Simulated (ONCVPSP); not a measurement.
Hg: one change to an ONCV potential, before and after

```json
{
 "Element": "mercury",
 "Generator": "ONCVPSP 4.0.1",
 "Type": "optimised norm-conserving Vanderbilt (ONCV)",
 "Functional": "PBE",
 "Relativity": "scalar-relativistic",
 "Frozen core": "[Kr] 4d10 4f14 5s2",
 "Valence charge": "18",
 "Reference configuration": "5p6 5d10 6s1 (charge +1)",
 "Partial waves": "6s: rc 1.95 bohr, ncon 4, nbas 8, qcut 2.8 1/bohr, 2 projectors, debl 0.3 Ha; 5p: rc 1.55 bohr, ncon 5, nbas 9, qcut 9.6 1/bohr, 3 projectors, debl 3.9 Ha; 5d: rc 2.15 bohr, ncon 3, nbas 8, qcut 7 1/bohr, 2 projectors, debl 2.3 Ha",
 "Local potential": "polynomial inside 1.05 bohr (lpopt 4, dvloc0 0 Ha)",
 "Core correction": "none"
}
```

In the s channel the program set the typed energies aside and used -0.541, 0.250 Ha.

Change: p: nproj 1.

Cutoffs: the cutoffs (Ha) at which the residual kinetic energy of the hardest occupied pseudo-wave falls to 1 and 0.1 mHa per electron; they do not see the model core or the augmentation charge, which bear on the density cutoff. Errors are all-electron minus pseudo energies relative to the spin-unpolarised reference configuration.

Problem. How do hardness, ghosts and transferability respond?

Solution. The potential gets neither clearly harder nor softer (34 Ha and 40 Ha → 34 Ha and 40 Ha); both files keep a bound ghost (s); the errors of the 4 common tests hardly move; the range in which the p phases agree narrows (upper end at the end of the scan → 0.3).

| quantity | base | changed |
| --- | --- | --- |
| cutoff, loose | 34 Ha | 34 Ha |
| cutoff, tight | 40 Ha | 40 Ha |
| bound ghosts | s | s |
| GHOST(+) flags under 300 eV | s at 92.7 eV | s at 92.7 eV |
| error for 5p6 5d10 6s2, meV [ΔE -10.69 eV] | -1.8 | -1.7 |
| error for 5p6 5d10 6s0, meV [ΔE 18.98 eV] | -16 | -16 |
| error for 5p6 5d9 6s0, meV [ΔE 54.50 eV] | +7.8 | +7.9 |
| error for 5p6 5d8 6s0, meV [ΔE 104.26 eV] | +84 | +86 |
| s: phases at 1.98 bohr within 0.05 rad from the reference energy up to (Ha; the scan ends near 5) | 2.7 | 2.7 |
| p: phases at 1.57 bohr within 0.05 rad from the reference energy up to (Ha; the scan ends near 5) | to the end of the scan | 0.3 |
| d: phases at 2.19 bohr within 0.05 rad from the reference energy up to (Ha; the scan ends near 5) | to the end of the scan | to the end of the scan |

 A true bound ghost makes a file unfit for plane-wave use even where its test errors are small: the radial tests pick states by their node count and pass the ghost by.
